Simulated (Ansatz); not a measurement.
Isolated molecules relaxed with PBE0-D4/def2-TZVP in Ansatz; ΔE leaves out vibrations. CBS: MP2 limit from def2 TZ/QZ plus the TZ coupled-cluster correction, frozen cores. For Ge outer-core shells are correlated without core-valence functions, which leaves a few kJ/mol of doubt a bond. Scalar relativity is left out up to krypton. Each species was taken in one conformer, which may not be the lowest.

Consider the ligand exchange at a Ge–N bond: `[NH2][GeH2][NH][GeH2][NH2]` + `N[SiH](O)Cl` → `[NH2][GeH2][O][SiH](N)Cl` + `[NH2][GeH2][NH2]`.

```
                     species  MP2/CBS(def2) energy (Eh)
`[NH2][GeH2][NH][GeH2][NH2]`                -4321.72234
               `N[SiH](O)Cl`                 -881.22092
  `[NH2][GeH2][O][SiH](N)Cl`                -3013.85388
          `[NH2][GeH2][NH2]`                -2189.10171
```

Question: Work out ΔE.

Answer: ΔE = (-3013.85388) + (-2189.10171) − (-4321.72234) − (-881.22092) = -0.01233 Eh = -32.4 kJ/mol. CCSD(T)/CBS gives -33.5 kJ/mol.

Largest T1 diagnostic among the species: 0.011.

In def2-TZVPP, CCSD(T) changes the Hartree–Fock value by +8.1 kJ/mol (the triples alone add +0.6 kJ/mol) and MP2 by +9.2 kJ/mol.
